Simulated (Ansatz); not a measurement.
A set of 12 reactions (ligand exchange), with CCSD(T)/CBS values in kJ/mol:

| reaction | ΔE |
| --- | --- |
| `N[C@@H](F)[Si@@H](O)F` + `CN[SiH2]O` → `CN([SiH2]O)[SiH](O)F` + `NCF` | -101.6 |
| `O[SiH2][SiH](Cl)Cl` + `[SiH3]P` → `O[SiH2]P[SiH3]` + `Cl[SiH2]Cl` | -37.6 |
| `CB(O[SiH3])O[SiH3]` + CH₃OH → `COB(C)O[SiH3]` + `O[SiH3]` | -10.0 |
| `FBN([SiH3])[SiH3]` + `[OH][Cd][F]` → `[F][Cd][O][SiH3]` + `FBN[SiH3]` | -56.8 |
| `[F][Zr]([F])([F])[SeH]` + H–F → `[F][Zr]([F])([F])[F]` + H₂Se | -75.1 |
| `[SiH3][SiH2][NH][GeH3]` + H₂S → `[SH][GeH3]` + `N[SiH2][SiH3]` | -31.2 |
| `O[SiH2]B(F)F` + H₂S → `FB(F)S` + `O[SiH3]` | -85.3 |
| `[CH3][AlH][SH]` + `NCF` → `FC[NH][AlH][SH]` + CH₄ | -89.7 |
| `[NH2][W](=[S])(=[S])[Cl]` + CH₃OH → `C[O][W]([NH2])(=[S])=[S]` + HCl | 22.9 |
| `[CH3][Al]([NH2])[Cl]` + HBr → `[CH3][Al]([NH2])[Br]` + HCl | -1.2 |
| `O[SiH2]O[SiH](O)O` + CH₃OH → `CO[SiH](O)O[SiH2]O` + H₂O | -5.1 |
| `[Cl][GeH2][SeH]` + CH₃OH → `C[O][GeH2][SeH]` + HCl | 32.1 |

Isolated molecules relaxed with PBE0-D4/def2-TZVP in Ansatz; ΔE leaves out vibrations. CCSD(T)/CBS adds triple-zeta CCSD(T) − MP2 to the extrapolated MP2 energy (def2 sets, frozen cores). This one scheme is used for every species. DFT in def2-TZVPP. def2 core potentials past Kr. For Br, Cd, Ge, Se, W, Zr outer-core shells are correlated without core-valence functions, which leaves a few kJ/mol of doubt a bond. Scalar relativity is left out up to krypton. One conformer a species, not always the lowest.

Q: Give the mean, mean absolute and largest difference (level minus CCSD(T)/CBS, kJ/mol) for: PBE-D4, r2SCAN-D4, PBE0-D4, B2PLYP, r2SCAN, PBE0, SCS-MP2/def2-TZVPP, CCSD/def2-TZVPP, CCSD(T)/def2-TZVPP, HF/def2-QZVPP, MP2/def2-QZVPP, SCS-MP2/def2-QZVPP, MP2/CBS(def2), CCSD/CBS(def2). (Best estimate.)

A: Computed: 
| level | mean | mean absolute | largest |
| --- | --- | --- | --- |
| PBE-D4 | 2.5 | 5.9 | 14.7 |
| r2SCAN-D4 | -1.5 | 3.7 | -11.0 |
| PBE0-D4 | 1.7 | 3.6 | -8.5 |
| B2PLYP | -1.2 | 3.9 | -12.1 |
| r2SCAN | -1.4 | 4.4 | -11.9 |
| PBE0 | 1.9 | 5.5 | -11.8 |
| SCS-MP2/def2-TZVPP | -1.9 | 4.0 | 7.4 |
| CCSD/def2-TZVPP | -1.6 | 2.6 | -7.4 |
| CCSD(T)/def2-TZVPP | -1.4 | 2.2 | -4.6 |
| HF/def2-QZVPP | -3.3 | 7.9 | -27.6 |
| MP2/def2-QZVPP | -0.7 | 3.8 | 14.8 |
| SCS-MP2/def2-QZVPP | -1.1 | 3.4 | 10.0 |
| MP2/CBS(def2) | -0.1 | 4.1 | 16.7 |
| CCSD/CBS(def2) | -0.2 | 1.2 | -3.5 |

The largest T1 diagnostic in the set is 0.022, for `[NH2][W](=[S])(=[S])[Cl]` (customary mark 0.02).

CCSD(T)/CBS is a level of theory with its own doubt, and the functionals carry their triple-zeta basis error, so these figures describe this set and don't rank the functionals.
